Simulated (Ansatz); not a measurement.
Single points on the cluster Ca2F5⁻.

```yaml
crystal:
  periodic: [false, false, false]
  atoms:
    - {symbol: Ca, position_ang: [-0.658019, 1.207062, -0.572355]}
    - {symbol: Ca, position_ang: [0.657457, -1.207533, 0.571985]}
    - {symbol: F, position_ang: [-1.105585, -0.029979, 1.207726]}
    - {symbol: F, position_ang: [1.390328, 0.844378, 0.183261]}
    - {symbol: F, position_ang: [-1.570611, 2.885728, -1.366852]}
    - {symbol: F, position_ang: [-0.286234, -0.815394, -1.391315]}
    - {symbol: F, position_ang: [1.572673, -2.884261, 1.367550]}
basis:
  gaussian: {orbitals: def2-TZVPD, initial_orbitals: start.molden}
total_charge: -1
hamiltonian: {xc: pbe, dispersion: d4}
scf: {omitted_lower_state_checks: [starts]}
output: {forces: true, orbitals: {seedname: orbitals}}
```

The file start.molden holds the orbitals of an earlier run on this structure, at another level or in another basis.

```sh
$ ansatz run in.yaml --threads 4 --pin off --events-out ev --progress --plain --max-ram 4787MiB
```

Shortened log:

```
Functional definition: PBE
1719 factors; their error is unknown
mean field evaluation 1: about -50457.3484 eV, gradient 1.4e1 eV
mean field evaluation 2: about -50457.5930 eV, gradient 2.6e-1 eV
mean field evaluation 4: about -50457.5164 eV, gradient 4.9e-4 eV
mean field -50457.51638424 eV, -1854.2795257877 hartree, gradient 1.8e-5 eV, S^2 0.000000; 0 other end points of the search recorded, 0 dependent functions left out
reference -50457.51644129 eV, -1854.2795278845 hartree; 43, 43 occupied and 229, 229 virtual orbitals, 1719 factors
Total energy: -50457.66956411 eV, -1854.2851550444 hartree
Atom 0 at    -0.658019     1.207062    -0.572355 Å, force    -0.041562     0.076101    -0.035505 eV/Å
Atom 1 at     0.657457    -1.207533     0.571985 Å, force     0.041465    -0.075811     0.036653 eV/Å
Atom 2 at    -1.105585    -0.029979     1.207726 Å, force    -0.165021    -0.004318     0.180264 eV/Å
Atom 3 at     1.390328     0.844378     0.183261 Å, force     0.208176     0.126099     0.027185 eV/Å
Atom 4 at    -1.570611     2.885728    -1.366852 Å, force    -0.059909     0.109199    -0.052038 eV/Å
Atom 5 at    -0.286234    -0.815394    -1.391315 Å, force    -0.042553    -0.121586    -0.208299 eV/Å
Atom 6 at     1.572673    -2.884261     1.367550 Å, force     0.059404    -0.109684     0.051740 eV/Å
Dipole moment:    -0.001170    -0.000958    -0.000751 e Å
Checks for a lower state left out: starts
```

Hardware: 4 threads of Arm Neoverse V1 on a shared host. Wall time 5.5 s.

As the first input, with `correlation: {method: mp2}`, `output: {orbitals: {seedname: orbitals}}` and without the key `hamiltonian` (abridged; 8.5 s):

```
Functional definition: HF
mean field -50380.96919655 eV, -1851.4664685258 hartree, gradient 4.3e-6 eV, S^2 0.000000
15 core orbitals not correlated: weight in the atoms' cores, before any rotation towards them, 1.000 or more for the frozen orbitals, at most 0.000 for the correlated occupied ones
second order -47.67778489 eV of doubles, -0.00000000 eV of singles
Total energy: -50428.64698145 eV, -1853.2185948035 hartree
Checks for a lower state left out: starts
```

First input, but with `hamiltonian: {xc: {name: revPBE}, dispersion: d4}`, `output: {orbitals: {seedname: orbitals}}` (abridged; 4.9 s):

```
Functional definition: revPBE
mean field -50471.74538394 eV, -1854.8024318820 hartree, gradient 2.3e-5 eV, S^2 0.000000
Total energy: -50472.11085190 eV, -1854.8158625818 hartree
Checks for a lower state left out: starts
```

As the first input, with `hamiltonian: {xc: {name: B3LYP}, dispersion: d4}`, `output: {orbitals: {seedname: orbitals}}` (abridged; 8.5 s):

```
Functional definition: B3LYP
mean field -50483.59713158 eV, -1855.2379755743 hartree, gradient 9.1e-6 eV, S^2 0.000000
Total energy: -50483.84572172 eV, -1855.2471110934 hartree
Checks for a lower state left out: starts
```

The first input with `gaussian: {orbitals: def2-SVPD, initial_orbitals: start.molden}`, `correlation: {method: ccsd_t}`, `output: {orbitals: {seedname: orbitals}}` and without the key `hamiltonian` (abridged; 2.2 min):

```
Functional definition: HF
mean field -50360.86805382 eV, -1850.7277651554 hartree, gradient 1.5e-6 eV, S^2 0.000000
15 core orbitals not correlated: weight in the atoms' cores, before any rotation towards them, 1.000 or more for the frozen orbitals, at most 0.000 for the correlated occupied ones
second order -36.25655200 eV of doubles, -0.00000000 eV of singles
cycle   1  -35.75977126 eV  change    5.0e-1 eV  update   1.7e-1
cycle   2  -36.54354124 eV  change   -7.8e-1 eV  update   5.3e-2
cycle   3  -36.73432677 eV  change   -1.9e-1 eV  update   2.5e-2
cycle   4  -36.72598045 eV  change    8.3e-3 eV  update   5.4e-3
cycle   5  -36.71542016 eV  change    1.1e-2 eV  update   2.3e-3
cycle   6  -36.71507768 eV  change    3.4e-4 eV  update   6.8e-4
cycle   7  -36.71548345 eV  change   -4.1e-4 eV  update   2.7e-4
cycle   8  -36.71539774 eV  change    8.6e-5 eV  update   7.6e-5
cycle   9  -36.71535910 eV  change    3.9e-5 eV  update   2.5e-5
perturbative correction -0.73423303 eV, -0.0269825660 hartree
Total energy: -50398.31764594 eV, -1852.1040122818 hartree
Checks for a lower state left out: starts
```

As the first input, with `hamiltonian: {xc: pbe0, dispersion: d4}`, `output: {orbitals: {seedname: orbitals}}` (abridged; 8.5 s):

```
Functional definition: PBE0
mean field -50459.55430731 eV, -1854.3544180791 hartree, gradient 2.3e-5 eV, S^2 0.000000
Total energy: -50459.68546704 eV, -1854.3592381105 hartree
Checks for a lower state left out: starts
```

As the first input, with `hamiltonian: {xc: r2scan, dispersion: d4}`, `output: {orbitals: {seedname: orbitals}}` (abridged; 8.5 s):

```
Functional definition: r2SCAN
mean field -50475.02629610 eV, -1854.9230031800 hartree, gradient 2.2e-5 eV, S^2 0.000000
Total energy: -50475.06302828 eV, -1854.9243530626 hartree
Checks for a lower state left out: starts
```

Geometry: PBE0-D4/def2-SVPD.

B3LYP takes the VWN-RPA correlation. Correlated methods freeze 15 core orbitals; core or outer-core shells of Ca are correlated, in sets that lack core-valence functions. The structure comes from a short search, and lower isomers may exist.
